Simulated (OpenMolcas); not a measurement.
Cr3+ (d3) among equal point charges was computed by CASSCF with the d shell active (OpenMolcas, ANO-RCC-VDZP on the metal). Its lowest spin-free states, and all those of the highest spin:

```
2S+1  Degeneracy  E (cm-1)
   4           3       0.0
   4           3     760.1
   4           1      1705
   2           3     17989
   2           2     17999
   4           3     18024
   2           3     18260
   2           1     18481
   2           3     23522
   2           3     23796
   2           2     23922
   2           3     23954
```

Question: Is the site octahedral, tetrahedral or cube-like, axial, or of lower symmetry?

Answer: The states with 2S+1 = 4 have orbital degeneracies 3, 3, 1, 3. Threefold states need a cubic site. For d3 at this spin an octahedron puts the single A2 below the threefold T2 and a tetrahedron or cube puts the threefold T1 below the threefold T2, so the site is a tetrahedron or a cube, which this pattern cannot tell apart. The run had Cr3+ among 4 point charges of -1 e arranged as a tetrahedron (Td), 2.04 Å from the ion.

An orbital triplet at a regular site is open to Jahn-Teller coupling, which can distort the site and quench the lowest spin-orbit gaps and is left out. Without dynamic correlation the repulsion within the d shell is too large (B by tens of per cent), so at a given field states of lower spin stand too high. The ground term spreads over less than 5000 cm-1, several times less than with real ligands, so orbital moments are less quenched and χT lies further from the spin-only value than at real sites. This is an electrostatic model: the charges have no orbitals. No measured value stands beside these numbers.
